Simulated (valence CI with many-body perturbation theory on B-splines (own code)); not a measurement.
## From CI to CI+MBPT in Sb³⁰⁺

Computed by configuration interaction combined with many-body perturbation theory (CI+MBPT): three valence electrons over a frozen Dirac-Fock core [Ar], a basis of 9 s, 9 p, 10 d, 8 f, 5 g, 3 h, 1 i functions for each j, with the one-electron correlation potential Σ1 (screened to all orders), the two-electron term Σ2, the three-electron term Σ3, Breit, model QED; selected single and double excitations, second order for the rest (own B-spline code, finite nucleus).

No measured spectrum was set against this ion. As an estimate, large intervals hold to a few tenths of a per cent, small ones and those within an open d or f shell to about a per cent. Only levels of the ground parity were solved; by the run's estimate the other parity begins above the list, which can be wrong where configurations are misplaced.

Each rung adds one term. CI alone is the Dirac-Coulomb CI over the frozen core; QED comes last and gives the full result, which names the levels. Energies are above (3d3/2^3) J=3/2 on the same rung, in eV.

Levels are named by their leading jj configuration (3d3/2^4 stands for four electrons in 3d with j = 3/2), which in mixed levels can hold well under half, so a name can repeat and another be missing. Letters in brackets count levels of one name in rising energy.

| Level | CI alone | + Σ1 | + Σ2 | + Σ3 | + Breit | Full |
| --- | --- | --- | --- | --- | --- | --- |
| (3d3/2^2 3d5/2) J=5/2 | 7.782 | 7.859 | 8.043 | 8.066 | 7.662 | 7.692 |
| (3d3/2^2 3d5/2) J=7/2 | 12.581 | 12.681 | 12.835 | 12.844 | 12.136 | 12.174 |
| (3d3/2^2 3d5/2) J=3/2 | 13.500 | 13.569 | 13.214 | 13.323 | 13.057 | 13.082 |
| (3d3/2^2 3d5/2) J=9/2 | 14.634 | 14.726 | 14.855 | 14.833 | 14.002 | 14.037 |
| (3d3/2^2 3d5/2) J=1/2 | 15.983 | 16.065 | 15.595 | 15.721 | 15.350 | 15.380 |
| (3d3/2 3d5/2^2) J=7/2 [a] | 22.663 | 22.815 | 22.948 | 22.899 | 22.075 | 22.132 |
| (3d3/2 3d5/2^2) J=5/2 [a] | 24.031 | 24.166 | 23.775 | 23.800 | 23.187 | 23.236 |
| (3d3/2 3d5/2^2) J=9/2 | 23.970 | 24.136 | 24.378 | 24.411 | 23.330 | 23.393 |
| (3d3/2 3d5/2^2) J=3/2 [a] | 27.361 | 27.529 | 27.274 | 27.226 | 26.560 | 26.623 |
| (3d3/2 3d5/2^2) J=1/2 | 28.806 | 28.979 | 28.570 | 28.775 | 28.027 | 28.091 |
| (3d3/2 3d5/2^2) J=11/2 | 30.457 | 30.634 | 30.825 | 30.852 | 29.549 | 29.614 |
| (3d3/2 3d5/2^2) J=5/2 [b] | 33.045 | 33.229 | 32.784 | 32.634 | 31.751 | 31.817 |
| (3d3/2 3d5/2^2) J=5/2 [c] | 35.522 | 35.678 | 35.019 | 35.092 | 34.509 | 34.562 |
| (3d3/2 3d5/2^2) J=7/2 [b] | 37.172 | 37.349 | 36.746 | 36.826 | 35.858 | 35.919 |
| (3d5/2^3) J=9/2 | 37.164 | 37.418 | 37.667 | 37.624 | 36.256 | 36.352 |
| (3d5/2^3) J=3/2 | 39.904 | 40.147 | 39.853 | 39.982 | 38.976 | 39.066 |
| (3d3/2 3d5/2^2) J=3/2 [b] | 52.498 | 52.720 | 51.731 | 51.733 | 50.969 | 51.042 |
| (3d5/2^3) J=5/2 | 54.336 | 54.592 | 53.919 | 53.932 | 52.957 | 53.045 |

Task: How does the ionisation energy move along the ladder, and which term matters most?

Result: CI alone 1774.6, + Σ1 1777.2, + Σ2 1782.5, + Σ3 1782.6, + Breit 1781.6, + QED 1781.7 eV. The largest step is Σ2, 5.3 eV. NIST lists 1781 ± 4 eV (theoretical).
